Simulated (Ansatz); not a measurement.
Relaxation of BBrClH₃O₂ (8 atoms, charge 0, multiplicity 1), to a largest force component of 0.03 eV/Å in at most 50 steps.

All numbers below come from RKS CAM-B3LYP-D4/def2-SVP (Ansatz 0.2.0).

```xyz
8
Properties=species:S:1:pos:R:3
B -0.178 -0.307 -0.022
O -0.083 -0.507 1.346
H -0.949 -0.602 1.761
O 0.913 -0.306 -0.796
H 1.731 -0.436 -0.301
Cl -1.768 -0.129 -0.779
Br 0.347 2.780 0.845
H 0.365 1.612 1.781
```

**Question.** Where does it end, and by what steps?

**Answer.** It converged. After 17 steps the energy has fallen by 0.263 eV; Cl6 moved furthest, 1.72 Å.

| step | energy less start (eV) | largest force component (eV/Å) | accepted |
| --- | --- | --- | --- |
| 0 | 0.0000 | 1.167 | yes |
| 1 | -0.0853 | 0.620 | yes |
| 2 | -0.1068 | 0.407 | yes |
| 3 | -0.1153 | 0.232 | yes |
| 4 | -0.1240 | 0.858 | yes |
| 5 | -0.1502 | 0.358 | yes |
| 6 | -0.1651 | 0.542 | yes |
| 7 | -0.1713 | 0.493 | yes |
| 8 | -0.1879 | 0.299 | yes |
| 9 | -0.2010 | 0.461 | yes |
| 10 | -0.2208 | 0.387 | yes |
| 11 | -0.2387 | 0.353 | yes |
| 12 | -0.2551 | 0.413 | yes |
| 13 | -0.2593 | 0.189 | yes |
| 14 | -0.2615 | 0.064 | yes |
| 15 | -0.2610 | 0.147 | no |
| 16 | -0.2629 | 0.034 | yes |
| 17 | -0.2632 | 0.010 | yes |

```xyz
8
Properties=species:S:1:pos:R:3
B -0.330 -0.476 -0.083
O -0.631 0.093 1.124
H -1.406 -0.289 1.554
O 0.712 -0.064 -0.810
H 1.219 0.659 -0.409
Cl -1.349 -1.790 -0.697
Br 1.645 2.420 1.466
H 0.520 1.552 1.689
```

Whether the end is a true minimum wasn't checked by a vibrational analysis.

Run time: 38 s on 4 threads of Arm Neoverse V1, with other jobs on the host, peak memory 0.3 GiB.
